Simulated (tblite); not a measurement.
C6H6Cl (charge +1).
SMILES with atom numbers: `[Cl:1][C:2]1=[CH:3][CH2:4][CH+:5][CH:6]=[CH:7]1` (hydrogens: H8 on C3; H9, H10 on C4; H11 on C5; H12 on C6; H13 on C7)
Bond orders are those of one Lewis drawing.

Computed with GFN2-xTB (tblite), gas phase: Langevin dynamics at 300 K from the optimised GFN2-xTB geometry, time step 0.5 fs, friction 0.01 fs⁻¹, 2000 steps. The instantaneous temperature is 2·E(kin)/(3Nk) with all 3N coordinates.

| t (fs) | T (K) | E(pot) above start (eV) | Cl1–C2 (Å) | C2=C3 (Å) | C3–C4 (Å) | C4–C5 (Å) | C5–C6 (Å) | C3–H8 (Å) |
| --- | --- | --- | --- | --- | --- | --- | --- | --- |
| 0 | 250 | 0.000 | 1.713 | 1.378 | 1.456 | 1.454 | 1.372 | 1.081 |
| 25 | 130 | 0.268 | 1.734 | 1.377 | 1.510 | 1.485 | 1.379 | 1.119 |
| 50 | 226 | 0.268 | 1.738 | 1.360 | 1.480 | 1.486 | 1.369 | 1.078 |
| 75 | 162 | 0.344 | 1.711 | 1.364 | 1.450 | 1.445 | 1.366 | 1.042 |
| 100 | 141 | 0.321 | 1.755 | 1.373 | 1.473 | 1.458 | 1.365 | 1.108 |
| 125 | 271 | 0.283 | 1.748 | 1.379 | 1.482 | 1.484 | 1.372 | 1.108 |
| 150 | 178 | 0.471 | 1.719 | 1.348 | 1.429 | 1.475 | 1.389 | 1.049 |
| 175 | 228 | 0.373 | 1.679 | 1.338 | 1.446 | 1.475 | 1.393 | 1.049 |
| 200 | 186 | 0.423 | 1.746 | 1.379 | 1.466 | 1.479 | 1.368 | 1.110 |
| 225 | 245 | 0.289 | 1.707 | 1.398 | 1.460 | 1.509 | 1.363 | 1.074 |
| 250 | 293 | 0.326 | 1.744 | 1.396 | 1.422 | 1.472 | 1.352 | 1.086 |
| 275 | 310 | 0.368 | 1.723 | 1.425 | 1.428 | 1.453 | 1.352 | 1.096 |
| 300 | 232 | 0.443 | 1.691 | 1.408 | 1.475 | 1.485 | 1.365 | 1.083 |
| 325 | 140 | 0.584 | 1.675 | 1.365 | 1.466 | 1.490 | 1.372 | 1.053 |
| 350 | 207 | 0.484 | 1.727 | 1.354 | 1.448 | 1.492 | 1.359 | 1.108 |
| 375 | 292 | 0.542 | 1.779 | 1.379 | 1.418 | 1.513 | 1.396 | 1.078 |
| 400 | 329 | 0.459 | 1.728 | 1.407 | 1.420 | 1.491 | 1.398 | 1.062 |
| 425 | 426 | 0.329 | 1.641 | 1.415 | 1.450 | 1.441 | 1.395 | 1.095 |
| 450 | 373 | 0.411 | 1.726 | 1.422 | 1.458 | 1.472 | 1.392 | 1.095 |
| 475 | 385 | 0.428 | 1.694 | 1.379 | 1.443 | 1.445 | 1.395 | 1.068 |
| 500 | 391 | 0.300 | 1.791 | 1.390 | 1.442 | 1.425 | 1.369 | 1.086 |
| 525 | 323 | 0.418 | 1.727 | 1.367 | 1.463 | 1.431 | 1.350 | 1.098 |
| 550 | 337 | 0.463 | 1.662 | 1.366 | 1.465 | 1.436 | 1.334 | 1.065 |
| 575 | 348 | 0.464 | 1.658 | 1.379 | 1.475 | 1.451 | 1.360 | 1.066 |
| 600 | 380 | 0.307 | 1.736 | 1.387 | 1.460 | 1.441 | 1.374 | 1.115 |
| 625 | 389 | 0.284 | 1.728 | 1.384 | 1.438 | 1.410 | 1.373 | 1.098 |
| 650 | 212 | 0.518 | 1.757 | 1.398 | 1.489 | 1.455 | 1.422 | 1.057 |
| 675 | 264 | 0.512 | 1.694 | 1.409 | 1.480 | 1.412 | 1.426 | 1.065 |
| 700 | 320 | 0.652 | 1.741 | 1.395 | 1.459 | 1.405 | 1.382 | 1.099 |
| 725 | 400 | 0.466 | 1.735 | 1.391 | 1.472 | 1.470 | 1.386 | 1.127 |
| 750 | 355 | 0.360 | 1.722 | 1.354 | 1.435 | 1.483 | 1.355 | 1.061 |
| 775 | 300 | 0.458 | 1.703 | 1.372 | 1.415 | 1.405 | 1.325 | 1.087 |
| 800 | 324 | 0.382 | 1.688 | 1.382 | 1.476 | 1.459 | 1.356 | 1.090 |
| 825 | 294 | 0.413 | 1.719 | 1.373 | 1.479 | 1.469 | 1.432 | 1.020 |
| 850 | 278 | 0.510 | 1.700 | 1.334 | 1.447 | 1.397 | 1.421 | 1.095 |
| 875 | 282 | 0.497 | 1.772 | 1.361 | 1.494 | 1.415 | 1.408 | 1.159 |
| 900 | 409 | 0.381 | 1.675 | 1.359 | 1.552 | 1.448 | 1.409 | 1.085 |
| 925 | 295 | 0.611 | 1.691 | 1.359 | 1.508 | 1.437 | 1.388 | 1.035 |
| 950 | 405 | 0.295 | 1.743 | 1.379 | 1.472 | 1.400 | 1.365 | 1.149 |
| 975 | 261 | 0.477 | 1.762 | 1.391 | 1.484 | 1.442 | 1.373 | 1.142 |
| 1000 | 269 | 0.427 | 1.678 | 1.393 | 1.494 | 1.498 | 1.366 | 1.041 |

Task: From 500 fs on, how do temperature and potential energy compare with equipartition?

Result: The mean temperature of these 21 frames is 326 K against the target 300 K, and the mean potential energy 0.44 eV against 33 × kT/2 = 0.43 eV for 33 classical harmonic modes. For 13 atoms in a canonical ensemble the temperature itself scatters by T·√(2/(3N)) = 68 K; here its standard deviation is 55 K. The whole run lasts only 10 friction times of 100 fs, so these averages carry a wide statistical error.

Task: What are the kinetic and total energies of the listed frame with the highest potential energy?

Result: The one at 700 fs, 0.652 eV above the start. Its kinetic energy is 3NkT/2 = 0.538 eV at 320 K, so the sum is 1.19 eV; over the listed frames the sum runs from 0.42 to 1.19 eV, since the thermostat adds and removes energy.

Task: How much do the listed bonds fluctuate from 500 fs on?

Result: 
```csv
bond,at the start (Å),mean (Å),standard deviation (Å)
Cl1–C2,1.713,1.718,0.036
C2=C3,1.378,1.377,0.017
C3–C4,1.456,1.471,0.028
C4–C5,1.454,1.438,0.028
C5–C6,1.372,1.380,0.029
C3–H8,1.081,1.088,0.036
```

The motion is classical and holds no zero-point motion.

What follows is the cost of the whole dynamics run. On one thread of an Arm Neoverse V1, no GPU (shared host), this took 11 s and 0.18 GiB of memory at its peak.
